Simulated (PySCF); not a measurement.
BCl2H2N. Atoms are numbered in the order given.

```xyz
6

B      0.0000     0.0000    -0.3493
Cl     0.0000     1.5254     0.5437
Cl     0.0000    -1.5254     0.5437
N      0.0000     0.0000    -1.7398
H      0.0000    -0.8557    -2.2805
H      0.0000     0.8557    -2.2805
```

The structure is a stationary point at ωB97X-D3(BJ)/def2-SVP. One conformer was computed; it need not be the lowest.

All values below come from PySCF with KT2/pcSseg-2.

GIAO shieldings, no solvent; atoms alike by connectivity are averaged. δ = σ(ref) − σ: ¹¹B against BF3 (σ = 89.2 ppm); ³⁵Cl against HCl (σ = 945.0 ppm); ¹⁵N against NH3 (σ = 261.9 ppm); ¹H against TMS (σ = 31.47 ppm), references at their B3LYP-D3(BJ)/def2-TZVP geometries, non-relativistic (without spin–orbit terms, shifts of atoms bonded to Cl or Br come out too high).

**Question.** Estimate the chemical shifts. (An estimate is asked for; the answer gives what the named calculation found.)

**Answer.** 
```json
[
 {"nucleus": "¹¹B", "atoms": "B1", "count": "1", "δ (ppm)": "23.1"},
 {"nucleus": "³⁵Cl", "atoms": "Cl2, Cl3", "count": "2", "δ (ppm)": "137.9"},
 {"nucleus": "¹⁵N", "atoms": "N4", "count": "1", "δ (ppm)": "102.8"},
 {"nucleus": "¹H", "atoms": "H5, H6", "count": "2", "δ (ppm)": "4.10"}
]
```
